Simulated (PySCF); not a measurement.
Compound: C7H15P.
Cartesian coordinates in Å at the GFN2-xTB level; atoms count from 1:
```
atom  x, y, z in Å
C1     2.716    0.293    0.557
C2     1.609   -0.382    0.807
P3    -0.010   -0.006    0.045
C4     0.622   -0.589   -1.700
C5    -0.397    1.698   -0.560
C6    -0.634    0.510    1.848
C7    -1.294   -1.308    0.067
C8    -2.343   -1.317   -0.736
H9     3.642    0.091    1.075
H10    2.749    1.076   -0.183
H11    1.586   -1.153    1.568
H12    1.476   -0.005   -2.041
H13   -0.156   -0.527   -2.462
H14    0.937   -1.632   -1.634
H15    0.179    2.406    0.033
H16   -1.455    1.886   -0.384
H17   -0.169    1.822   -1.615
H18   -0.047    1.338    2.246
H19   -0.553   -0.315    2.557
H20   -1.680    0.819    1.831
H21   -1.193   -2.037    0.862
H22   -3.124   -2.058   -0.655
H23   -2.465   -0.583   -1.515
```

ESP-fitted charges (e) from the PBE0/pcSseg-1 density (PySCF), one withheld:

```csv
atom,bonded to,charge
C1,C2 H9 H10,-0.3534
C2,C1 P3 H11,-0.2887
P3,C2 C4 C5 C6 C7,+1.1452
C4,P3 H12 H13 H14,-0.8792
C5,P3 H15 H16 H17,?
C6,P3 H18 H19 H20,-0.8127
C7,P3 C8 H21,-0.2913
C8,C7 H22 H23,-0.3559
H9,C1,+0.1704
H10,C1,+0.1618
H11,C2,+0.1564
H12,C4,+0.1844
H13,C4,+0.1852
H14,C4,+0.1630
H15,C5,+0.1838
H16,C5,+0.1839
H17,C5,+0.1815
H18,C6,+0.1576
H19,C6,+0.1484
H20,C6,+0.1583
H21,C7,+0.1586
H22,C8,+0.1724
H23,C8,+0.1619
```

Task: What is the charge on C5?

Result: The charges add up to the total charge, 0. The others sum to +0.6916, which leaves -0.6916 e for C5 (sp3 carbon bound to phosphorus); the computed value is -0.6917, the difference coming from rounding.

Task: Add each hydrogen's charge to the atom that carries it.

Result: C1 -0.0212, C2 -0.1323, C4 -0.3466, C5 -0.1425, C6 -0.3484, C7 -0.1327, C8 -0.0216. Atoms without hydrogen keep their charges.

Task: Across which bond do the charges differ most?

Result: P3–C4: +1.1452 on P3 against -0.8792 on C4, a difference of 2.0244 e. The lower charge is on the more electronegative element of the two (Pauling values: C 2.55, P 2.19).

Task: Take the bonds between elements whose Pauling electronegativities differ by more than 0.25. In how many does the more electronegative atom carry the lower charge?

Result: In 20 of 20.

Task: How much positive and how much negative charge does this set hold in all?

Result: +3.6728 e on 16 atoms and -3.6729 e on 7.

The ESP scheme is a least-squares fit of atom-centred charges to the potential on four shells outside the van der Waals surface, with the total charge fixed. Isolated species at its GFN2-xTB geometry, gas phase.

These values come from a run that also computed NMR shieldings. Rough CPU time on one thread of a shared machine: about 1.8 min.
